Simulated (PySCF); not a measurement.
**NMR problem set**

Fast rotation and ring inversion assumed for equivalent nuclei, gas phase, relativity neglected, single conformer. PBE0/pcSseg-1 with gauge-including orbitals; structure optimised with PBE0-D3(BJ)/def2-SVP; PySCF 2.14.

δ = σ(ref) − σ, references computed at the same level: ¹H, ¹³C vs TMS. Splittings of carbon signals by F and P are missing where no couplings were computed. Where no couplings were computed, multiplicities follow the n + 1 count of equivalent neighbours, and m marks all less simple cases (inequivalent or close neighbours, rings, F or P nearby). Shifts are as computed. Against solution values, carbons near 30 ppm lie about +2 ppm off and those near 130 ppm about +5 ppm. Of 1309 compounds with measured shifts, 239 miss one by over three times the rms of a fit or turn the order of signals round; such compounds aren't used in these exercises. OH and NH positions are gas-phase values without hydrogen bonding to other molecules.

Problem. C₅H₁₄Si₂. ¹H NMR (500 MHz, computed): δ 7.11 (m, 1H), 6.99 (m, 1H), 4.21 (d, 3H), 4.12 (m, 2H), 1.04 (d, 6H), 0.85 (m, 1H). ¹³C{¹H} NMR (computed): δ 161.3 (CH), 155.1 (CH), 19.9 (CH3), 13.6 (CH). Identify the compound.

Solution. `[SiH2](C(C)C)/C=C/[SiH3]`. The formula gives 1 degree of unsaturation (no ring in the answer). 4 carbon signals for 5 carbons: some carbons are equivalent by symmetry or fast rotation. Carbon types of the structure: 3 × CH, 2 × CH3, leaving 5 H on heteroatoms. δC 161.3, 155.1: alkene CH; an sp2 carbon of a C=C bond. δC 19.9: methyl carbon; aliphatic region, no heteroatom directly attached. δH 7.11, 6.99: hydrogen on an alkene CH; olefinic region. δH 0.85: hydrogen on an sp3 CH bonded to Si; an electropositive neighbour shields it, as in TMS itself.

This is the structure that produced the data.

Problem. C₇H₉O₂P. ¹H NMR (400 MHz, computed): δ 7.98 (m, 2H), 7.58 (m, 1H), 7.55 (m, 2H), 2.42 (br s, 1H), 1.42 (m, 3H). ¹³C{¹H} NMR (computed): δ 140.0 (C), 137.6 (CH), 137.5 (CH), 133.7 (CH), 18.3 (CH3). Identify the compound.

Solution. `O=[P@@](C)(O)c1ccccc1`. 5 carbon signals for 7 carbons: some carbons are equivalent by symmetry or fast rotation. Carbon types of the structure: 1 × C, 5 × CH, 1 × CH3, leaving 1 H on heteroatoms. δC 140.0: substituted aromatic carbon. δC 137.6, 137.5, 133.7: aromatic CH; the aromatic region. δH 7.98, 7.58, 7.55: hydrogen on an aromatic CH; it sits in the deshielding region of the aromatic ring current. δH 2.42: hydrogen on an oxygen bonded to P; exchangeable, gas-phase position.

The data come from this structure; uniqueness wasn't tested.
